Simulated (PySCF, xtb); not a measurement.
C2H8O2Si2, SMILES [Si@H](O)(C=C)[SiH2]O.

xtb 6.7.1 with GFN2-xTB at its own geometry gives an orbital gap of 3.55 eV and a dipole moment of 2.20 D.

Coordinates come from a B3LYP-D3(BJ)/def2-SVP optimisation. The structure was generated by enumeration; whether it is a known compound was not checked. The values are those of a single conformer.

Q: What does PBE0/def2-TZVP run with PySCF give? (The exact figures need the calculation; the answer reports its results.)

A: gap 6.47 eV (levels -7.49 and -1.02 eV), dipole 2.93 D.
